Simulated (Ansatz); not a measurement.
`F[Si](F)(F)CS` + H₂ → `F[SiH](F)F` + CH₃SH  (hydrogenolysis of the Si–C bond)

Gas-phase electronic energies from Ansatz, PBE0-D4/def2-TZVP geometries. CCSD(T)/CBS adds triple-zeta CCSD(T) − MP2 to the extrapolated MP2 energy (def2 sets, frozen cores). This one scheme is used for every species. One conformer a species, not always the lowest.

`F[Si](F)(F)CS`:

Cartesian coordinates in Å:
```
F -0.178 1.151 1.934
Si -0.842 0.649 0.598
F -2.004 -0.340 0.982
F -1.489 1.897 -0.116
C 0.385 -0.130 -0.536
S 1.193 -1.565 0.217
H -0.150 -0.419 -1.444
H 1.120 0.635 -0.799
H 1.964 -1.879 -0.836
```

H₂:

Cartesian coordinates in Å:
```
H -0.160 -0.333 -0.051
H 0.160 0.333 0.051
```

`F[SiH](F)F`:

Cartesian coordinates in Å:
```
F 0.335 -0.631 1.386
Si 0.010 0.040 0.000
F -1.526 -0.141 -0.286
F 0.813 -0.724 -1.116
H 0.368 1.456 0.016
```

CH₃SH:

Z-matrix (Å, degrees):
```
C
S 1 1.806
H 1 1.089 2 111.5
H 1 1.089 2 111.5 3 -123.8
H 1 1.090 2 106.2 3 118.1
H 2 1.342 1 97.1 3 61.9
```

```csv
species,SCS-MP2/def2-QZVPP energy (Eh)
`F[Si](F)(F)CS`,-1026.13731
H₂,-1.17321
`F[SiH](F)F`,-589.15607
CH₃SH,-438.16463
```

Work out ΔE.

ΔE = (-589.15607) + (-438.16463) − (-1026.13731) − (-1.17321) = -0.01018 Eh = -26.7 kJ/mol. CCSD(T)/CBS gives -21.9 kJ/mol.

Largest T1 diagnostic among the species: 0.012.

In def2-TZVPP, CCSD(T) changes the Hartree–Fock value by +24.3 kJ/mol (the triples alone add +4.5 kJ/mol) and MP2 by +27.2 kJ/mol. The D4 term adds +13.7 kJ/mol with B3LYP and +7.5 kJ/mol with PBE0; it sums over pairs of atoms, weighted by their polarisabilities, and B3LYP, whose exchange is more repulsive, gets the larger term.

B3LYP here is the variant with VWN-RPA as its local correlation; programs differ in this.
